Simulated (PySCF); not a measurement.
Magnetic susceptibility: `COC[P@@H](=S)C(F)=C(F)F`, C4H6F3OPS

Geometry:
```csv
atom,x (Å),y (Å),z (Å)
C1,2.683,0.039,0.067
O2,1.723,0.904,-0.497
C3,0.499,0.866,0.156
P4,-0.317,-0.813,-0.086
S5,-0.247,-2.085,1.363
C6,-2.031,-0.459,-0.656
F7,-2.446,-1.099,-1.754
C8,-2.851,0.271,0.091
F9,-2.373,0.884,1.170
F10,-4.121,0.551,-0.101
H11,2.353,-1.007,0.013
H12,3.594,0.167,-0.514
H13,2.872,0.292,1.116
H14,-0.123,1.651,-0.281
H15,0.595,1.031,1.242
H16,0.183,-1.184,-1.340
```

Method: PySCF, GIAO B3LYP/pcSseg-1 magnetisability, rotational g tensor and spin-rotation constants, non-relativistic, gas phase. Geometry: GFN2-xTB.

(1) How diamagnetic is it, and how anisotropic?

(2) Split it along the inertial axes a, b, c into diamagnetic and paramagnetic parts about the centre of mass, with the quadrupole moment.

(3) And the rotational g tensor?

Answers

(1) Isotropic -1524 × 10⁻³⁰ J/T², or -91.8 × 10⁻⁶ cm³/mol; principal values -1591, -1537, -1443 × 10⁻³⁰ J/T², anisotropy 130 × 10⁻³⁰ J/T² (root of half the summed squared differences of the principal values). The susceptibility is in cgs units.

(2) 
```csv
axis,χ (10⁻⁶ cm³/mol),diamagnetic (10⁻⁶ cm³/mol),paramagnetic (10⁻⁶ cm³/mol),summed x² of all electrons (Å²),quadrupole Θ (D Å)
a,-92.5,-926.2,833.6,385.9,+8.72
b,-95.1,-2010.3,1915.2,130.4,-8.72
c,-87.7,-2190.3,2102.7,87.9,0.00
```
Anisotropies 2χaa − χbb − χcc = -2.4 and 2χbb − χaa − χcc = -10.0 × 10⁻⁶ cm³/mol. Θ is traceless in Buckingham's convention.

(3) 
```
axis  rotational constant (GHz)        g  nuclear part  electronic part
   a                     1.3789  -0.0275        0.5125          -0.5400
   b                     0.5900  -0.0082        0.5226          -0.5308
   c                     0.5413  -0.0107        0.5240          -0.5347
```
Asymmetric top; isotopes 12C, 19F, 1H, 16O, 31P, 32S; no vibrational averaging.
